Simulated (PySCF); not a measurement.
Mapped SMILES: `[CH3:1][Si:2]([CH3:3])([CH3:4])[S:5][Si:6]([CH3:7])([CH3:8])[CH3:9]`. Hydrogens are named by the atom that carries them.

PySCF 2.14 calculation with geometry: PBE0-D3(BJ)/def2-SVP and shieldings: GIAO CAM-B3LYP/pcSseg-1; single conformer, equivalent nuclei averaged, in vacuum, non-relativistic Hamiltonian.

Shifts are taken against calculated references (same method and geometry level): 13C (σ = 182.45 ppm) and 1H (σ = 31.33 ppm) and 29Si (σ = 343.41 ppm) vs TMS; CS2 for 33S (σ = 487.21 ppm).

```json
{"atoms": "Si2/Si6", "nucleus": "29Si", "count": "2", "δ (ppm)": "20.6"}
{"atoms": "H(C1)/H(C3)/H(C4)/H(C7)/H(C8)/H(C9)", "nucleus": "1H", "count": "18", "δ (ppm)": "?"}
{"atoms": "S5", "nucleus": "33S", "count": "1", "δ (ppm)": "?"}
{"atoms": "C1/C3/C4/C7/C8/C9", "nucleus": "13C", "count": "6", "δ (ppm)": "4.5"}
```

Estimate the values marked ?.

Answers


- H(C1)/H(C3)/H(C4)/H(C7)/H(C8)/H(C9): 0.23 ppm, hydrogen on a methyl carbon bonded to Si; an electropositive neighbour shields it, as in TMS itself
- S5: -229 ppm, sulfur bonded to 2 Si

Shifts are as computed, not scaled to solution data. Of 1211 compounds with measured shifts, 218 miss one by over three times the rms of a fit or turn the order of signals round; such compounds aren't used in these exercises.
